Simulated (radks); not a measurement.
Question: V, 23 electrons, occupied as [Ar] 3d3 4s2. Method: scalar-relativistic Kohn-Sham, PBE, spin-polarised, spherical densities, point nucleus; open shells are filled with parallel spins first; hard spherical wall at 8 bohr; computed with a radial shooting solver on a logarithmic mesh with Libxc functionals. Some entries of the table are withheld. Estimate them.

| orbital | occ. | eigenvalue (hartree) | r(max) (bohr) |
|---|---|---|---|
| 1s down | 1 | -197.1177 | 0.04349 |
| 1s up | 1 | -197.1172 | 0.04349 |
| 2s up | 1 | -22.13182 | 0.2556 |
| 2s down | 1 | -22.09687 | 0.2555 |
| 2p up | 3 | -18.47203 | 0.2081 |
| 2p down | 3 | -18.44520 | 0.2080 |
| 3s up | 1 | -2.60271 | 0.8197 |
| 3s down | 1 | -2.49996 | 0.8197 |
| 3p up | 3 | -1.64011 | 0.8453 |
| 3p down | 3 | -1.53886 | 0.8455 |
| 3d up | 3 | -0.20903 | 0.8918 |
| 4s up | 1 | (1) | 2.714 |
| 4s down | 1 | (2) | 2.859 |
| 3d down | 0 | -0.12192 | 0.9001 |
| 4p up | 0 | -0.03666 | 3.431 |
| 4p down | 0 | -0.02170 | 3.594 |
| 4d up | 0 | (3) | 4.925 |
| 4d down | 0 | (4) | 5.039 |
| 5s up | 0 | 0.16159 | 5.668 |
| 5s down | 0 | 0.17761 | 5.744 |

Answer: 
(1) 4s up eigenvalue (hartree): -0.17288
(2) 4s down eigenvalue (hartree): -0.14686
(3) 4d up eigenvalue (hartree): 0.14030
(4) 4d down eigenvalue (hartree): 0.15151
